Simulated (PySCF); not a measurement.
## Unknown compound

Molecular formula: C5H8F2OSi. Simulated spectra:

$^{1}$H NMR (500 MHz, computed): δ 6.68 (m, 1H), 6.68 (m, 1H), 6.16 (br s, 1H), 6.11 (d, 1H), 5.84 (br s, 1H), 4.24 (s, 3H).

$^{13}$C{$^{1}$H} NMR (computed): δ 151.3 (CH), 143.1 (C), 139.9 (CH2), 123.7 (CH), 122.0 (CH).

Method: structure optimised with GFN2-xTB, σ from GIAO-PBE0/pcSseg-1, in PySCF (relativity neglected, equivalent nuclei averaged, no solvent model, a single conformation).

δ = σ(ref) − σ, references computed at the same level: TMS for $^{1}$H (σref 31.72), $^{13}$C (σref 186.93).

Deduce the structure.

Answers


- Rings plus π bonds: 2 (no ring in the answer).
- 5 carbon signals for 5 carbons: no two carbons are equivalent.
- Carbon types of the structure: 1 × C, 3 × CH, 1 × CH2, leaving 3 H on heteroatoms.
- δC 151.3: alkene carbon bearing oxygen; an sp2 carbon further deshielded by the attached heteroatom.
- δC 143.1: fully substituted alkene carbon; an sp2 carbon of a C=C bond.
- δC 139.9: terminal =CH2 carbon; as expected for a trigonal carbon in a double bond.
- δC 123.7: β carbon of an enol-ether or enamine type C=C.
- δC 122.0: sp3 CH bonded to 2 F and O; 3 electronegative neighbours deshield it.
- δH 6.68: hydrogen on an alkene carbon bearing oxygen; a vinylic proton, deshielded by the sp2 carbon and the C=C anisotropy.
- δH 6.16, 5.84: hydrogen on a terminal =CH2 carbon; olefinic region.

These data were computed for `C=C([SiH3])/C=C/OC(F)F`.

This is the structure that produced the data.

Splittings by $^{19}$F in the carbon and heteronuclear signals aren't shown, as no couplings were computed. Shifts are as computed. Against solution values, carbons near 30 ppm lie about +3 ppm off and those near 130 ppm about +5 ppm. Of 1211 compounds with measured shifts, 218 miss one by over three times the rms of a fit or turn the order of signals round; such compounds aren't used in these exercises. No couplings were computed; multiplicities are counted from neighbouring protons, with m where these are inequivalent, close in shift, in a saturated or five-membered ring or joined by F or P, and br s for small geminal =CH2 splittings.
